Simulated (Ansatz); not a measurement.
SbH2Br: single points at one geometry.

```yaml
crystal:
  periodic: [false, false, false]
  atoms:
    - {symbol: Sb, position_ang: [0.075478, 0.141611, 0.813566]}
    - {symbol: H, position_ang: [1.505192, 0.154649, -0.130867]}
    - {symbol: H, position_ang: [-0.566789, 1.400429, -0.155492]}
    - {symbol: Br, position_ang: [-1.013881, -1.696689, -0.527207]}
basis:
  gaussian: {orbitals: def2-TZVPD, initial_orbitals: start.molden}
hamiltonian: {xc: r2scan, dispersion: d4}
scf: {omitted_lower_state_checks: [starts]}
output: {orbitals: {seedname: orbitals}}
```

The file start.molden holds the orbitals of an earlier run on this structure, at another level or in another basis.

```sh
$ ansatz run in.yaml --threads 4 --pin off --events-out ev --progress --plain --max-ram 3916MiB
```

Output, abridged:

```
Functional definition: r2SCAN
935 factors; their error is unknown
mean field evaluation 1: about -76619.3972 eV, gradient 9.4e0 eV
mean field evaluation 2: about -76619.4472 eV, gradient 8.6e-2 eV
mean field evaluation 4: about -76619.4345 eV, gradient 1.7e-4 eV
mean field -76619.43446883 eV, -2815.7122822116 hartree, gradient 2.2e-5 eV, S^2 0.000000; 0 other end points of the search recorded, 0 dependent functions left out
reference -76619.43448482 eV, -2815.7122827992 hartree; 30, 30 occupied and 101, 101 virtual orbitals, 935 factors
Total energy: -76619.45095970 eV, -2815.7128882399 hartree
Checks for a lower state left out: starts
```

Run time 1.9 s (4 threads of Arm Neoverse V1 on a shared host).

The first input with `gaussian: {orbitals: def2-TZVP, initial_orbitals: start.molden}`, `hamiltonian: {xc: {name: B3LYP}, dispersion: d4}` (abridged; 0.9 s):

```
Functional definition: B3LYP
mean field -76620.42595482 eV, -2815.7487186495 hartree, gradient 9.7e-6 eV, S^2 0.000000
Total energy: -76620.56465875 eV, -2815.7538159250 hartree
Checks for a lower state left out: starts
```

First input, but with `gaussian: {orbitals: def2-TZVP, initial_orbitals: start.molden}`, `correlation: {method: mp2}` and without the key `hamiltonian` (abridged; 0.8 s):

```
Functional definition: HF
mean field -76542.00745537 eV, -2812.8668919489 hartree, gradient 1.2e-6 eV, S^2 0.000000
13 core orbitals not correlated: weight in the atoms' cores, before any rotation towards them, 1.000 or more for the frozen orbitals, at most 0.000 for the correlated occupied ones
second order -16.84384963 eV of doubles, -0.00000000 eV of singles
Total energy: -76558.85130500 eV, -2813.4858920055 hartree
Checks for a lower state left out: starts
```

The first input with `gaussian: {orbitals: STO-3G}`, `hamiltonian: {xc: hf}` (abridged; 0.2 s):

```
Functional definition: HF
mean field -239384.58739221 eV, -8797.2213259627 hartree, gradient 8.2e-5 eV, S^2 0.000000
Total energy: -239384.58739221 eV, -8797.2213259627 hartree
Checks for a lower state left out: starts
```

As the first input, with `gaussian: {orbitals: def2-TZVP, initial_orbitals: start.molden}`, `hamiltonian: {xc: pbe}`, `correlation: {method: rpa}` and without the key `output` (abridged; 1.4 s):

```
Functional definition: PBE
mean field -76606.56066363 eV, -2815.2391785965 hartree, gradient 1.9e-6 eV, S^2 0.000000
13 core orbitals not correlated: weight in the atoms' cores, before any rotation towards them, 1.000 or more for the frozen orbitals, at most 0.000 for the correlated occupied ones
Total energy: -76565.69541263 eV, -2813.7374083220 hartree
Checks for a lower state left out: starts
```

First input, but with `gaussian: {orbitals: def2-SVP, initial_orbitals: start.molden}`, `hamiltonian: {xc: pbe0, dispersion: d4}` (abridged; 0.65 s):

```
Functional definition: PBE0
mean field -76600.48368520 eV, -2815.0158537586 hartree, gradient 2.0e-5 eV, S^2 0.000000
Total energy: -76600.55372719 eV, -2815.0184277539 hartree
Checks for a lower state left out: starts
```

First input, but with `gaussian: {orbitals: def2-SVP, initial_orbitals: start.molden}`, `hamiltonian: {xc: pbe, dispersion: d4}` (abridged; 0.4 s):

```
Functional definition: PBE
mean field -76597.68724994 eV, -2814.9130866581 hartree, gradient 1.8e-5 eV, S^2 0.000000
Total energy: -76597.77045966 eV, -2814.9161445591 hartree
Checks for a lower state left out: starts
```

Geometry: r2SCAN-D4/def2-TZVP.

In the def2 sets Sb takes a core potential, while STO-3G treats all electrons; there is no spin–orbit coupling. B3LYP takes the VWN-RPA correlation. Correlated methods freeze 13 core orbitals; core or outer-core shells of Sb, Br are correlated, in sets that lack core-valence functions.
